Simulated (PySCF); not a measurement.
Species: C₇H₇F.
SMILES with atom numbers: `[CH3:1][c:2]1[cH:3][cH:4][c:5]([F:6])[cH:7][cH:8]1` (hydrogens: H9, H10, H11 on C1; H12 on C3; H13 on C4; H14 on C7; H15 on C8)

Computed with PBE0-D3(BJ)/def2-TZVP geometry optimisation, gas phase in PySCF.

Give the optimised bond lengths and angles.

| bond | length (Å) |
| --- | --- |
| C1–C2 | 1.499 |
| C2–C3, C2–C8 | 1.392 |
| C3–C4, C7–C8 | 1.386 |
| C4–C5, C5–C7 | 1.380 |
| C5–F6 | 1.341 |
| C1–H9, C1–H10, C1–H11 | 1.092 |
| C3–H12, C8–H15 | 1.085 |
| C4–H13, C7–H14 | 1.083 |

Bonds in one row agree within 0.01 Å and their mean is given. A selection of angles:
| angle | degrees |
| --- | --- |
| C2–C1–H9 | 111.3 |
| H9–C1–H10 | 107.5 |
| C1–C2–C3 | 121.2 |
| C3–C2–C8 | 118.0 |
| C2–C3–C4 | 121.5 |
| C2–C3–H12 | 119.4 |
| C4–C3–H12 | 119.1 |
| C3–C4–C5 | 118.6 |
| C3–C4–H13 | 121.6 |
| C5–C4–H13 | 119.8 |
| C4–C5–F6 | 119.2 |
| C4–C5–C7 | 121.8 |

The 6-membered ring C2–C3–C4–C5–C7–C8 has internal angles of 118.0° to 121.8°; it is planar, 0.00 Å rms from its mean plane, widest ring torsion 0°. The 7 C–C bonds span 1.379 Å (C4–C5, aromatic) to 1.499 Å (C1–C2, drawn single), a spread of 0.120 Å. The 8 heavy atoms lie in one plane (0.007 Å rms). Of the pairs four or more bonds apart, H9···H12 is among the closest relative to their van der Waals radii: 2.41 Å, 100 % of the sum of Bondi's values.

Point group: near Cs, missed by 0.36 Å at most; the miss may be what the optimiser left on a soft mode. Not checked by PBE0-D3(BJ)/def2-TZVP frequencies.
